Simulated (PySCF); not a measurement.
Start geometry of `C=C(Cl)/C(Cl)=C/Cl` from GFN2-xTB (Å):
```
atom  x, y, z in Å
C1    -1.7611   -0.6705    0.2879
C2    -0.7710    0.1366   -0.0793
Cl3   -1.1473    1.6628   -0.8094
C4     0.6513   -0.1364    0.0731
Cl5    1.0496   -1.6516    0.7989
C6     1.6294    0.6946   -0.3057
Cl7    3.2841    0.3396   -0.1102
H8    -2.7899   -0.3964    0.1418
H9    -1.5590   -1.6233    0.7428
H10    1.4228    1.6493   -0.7624
```

Task: What comes out of this run: PBE0-D3(BJ)/def2-SVP geometry optimisation, gas phase (PySCF 2.14.0)?

Result: 
```
atom  x, y, z in Å
C1    -2.0091   -0.6453    0.2710
C2    -1.0074    0.1616   -0.0964
Cl3   -1.3797    1.6955   -0.8327
C4     0.4235   -0.1291    0.0657
Cl5    0.8125   -1.6451    0.7942
C6     1.4036    0.7091   -0.3174
Cl7    3.0668    0.3873   -0.1367
H8    -3.0463   -0.3498    0.1131
H9    -1.7920   -1.6082    0.7328
H10    1.1597    1.6662   -0.7771
```

The energy falls by 0.025 eV over 5 energy and gradient evaluations, the largest force component goes from 0.0105 to 3.0e-04 Eh/bohr, and the atoms move by 0.021 Å rms after alignment. Among the bonds, C1–H8 and C1–H9 change most and about equally (+0.015 Å). Bonds longer at the end by more than 0.005 Å: 7 of 9; shorter: 0. Rotational constants go from 2123, 996.3, 678.1 to 2075, 990.4, 670.4 MHz. The orientation of the end geometry is arbitrary; only internal coordinates are fixed.

The run used 125 basis functions and 38 SCF cycles in all. On one thread of an Arm Neoverse V1, shared host with 32 logical CPUs at a one-minute load of 20, this took 41 s of wall time and 0.61 GiB of memory at its peak.

No frequency check. One conformer, not necessarily the lowest.
